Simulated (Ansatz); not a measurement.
The cluster Si₃Au₂⁻, relaxed as a doublet with UKS r2SCAN-D4/def2-SVPD in Ansatz, starting from the GFN1-xTB geometry. Force threshold 0.02 eV/Å.

In the def2 sets Au takes a core potential; there is no spin–orbit coupling. Another isomer (doublet) lies 0.29 eV lower at PBE0-D4/def2-TZVPD; other spin states weren't run for this one.

Start:

```xyz
5

Au   -0.196   -1.582   -0.618
Au   -0.441   -3.873   -1.630
Si    0.668    2.781   -0.075
Si    0.049    0.591    0.301
Si   -0.079    2.083    2.022
```

```
        step  energy (eV)  largest force component (eV/Å)  SCF passes
           1  -31015.6862                           1.324          28
           2  -31015.7712                           0.193          33
           3  -31015.7792                           0.186          34
           4  -31015.7866                           0.171          33
5 (rejected)  -31015.7854                           0.254          32
           6  -31015.7919                           0.062          34
           7  -31015.7943                           0.064          32
           8  -31015.7956                           0.028          27
9 (rejected)  -31015.7952                           0.081          33
          10  -31015.7960                           0.020          29
          11  -31015.7962                           0.009          27
```

Force components are those of the run's own axes.

End:

```xyz
5

Au   -0.1915   -1.5142   -0.5728
Au   -0.4139   -3.8344   -1.7047
Si    0.6675    2.7013   -0.1455
Si   -0.0117    0.5110    0.4670
Si   -0.0504    2.1364    1.9559
```

By distances, no bond broke or formed. The bond that changes most is Au1–Si4, from 2.37 to 2.28 Å (atoms count from 1).

The force fell under the threshold at step 10, but the optimiser went on. No frequencies were taken in this run, so the end may be a saddle point.

Run time 36 s (4 threads of Intel Xeon 6975P-C on a shared host).
